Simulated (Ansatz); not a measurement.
CH6FGeNSi (`N=C(F)[SiH2][GeH3]`), relaxed with RKS PBE-D4/def2-SVP in the Gaussian-basis code of Ansatz from a rough embedded geometry. The force threshold is 0.03 eV/Å; the program also tests the step.

Total charge 0; spin multiplicity 1.

Start:

```xyz
11

N     0.278   -1.864    1.378
C    -0.471   -1.604    0.307
F    -1.604   -2.313    0.087
Si    0.036   -0.341   -0.868
Ge    0.093    1.756    0.072
H     1.098   -1.261    1.542
H     1.343   -0.660   -1.456
H    -0.966   -0.305   -1.986
H    -1.365    2.072    0.663
H     1.093    1.709    1.235
H     0.465    2.811   -0.974
```

Question: How much energy does the relaxation release, and in how many steps? (Best estimate.)

Answer: The calculation gave: 49.08 kJ/mol, in 6 steps.

Question: Which bonds change most? (An estimate is asked.)

Answer: Computed: C2–Si4 from 1.798 to 1.926 Å; Si4–Ge5 from 2.299 to 2.392 Å; N1–C2 from 1.332 to 1.266 Å; Ge5–H9 from 1.604 to 1.550 Å.

Question: Give the relaxed structure. (An estimate is asked.)

Answer: The calculation gave: 
```xyz
11

N     0.217   -1.905    1.446
C    -0.410   -1.631    0.381
F    -1.570   -2.296    0.147
Si    0.009   -0.342   -0.987
Ge    0.060    1.794    0.088
H     1.073   -1.334    1.519
H     1.379   -0.678   -1.512
H    -0.990   -0.398   -2.105
H    -1.334    2.129    0.677
H     1.089    1.747    1.247
H     0.476    2.913   -0.902
```
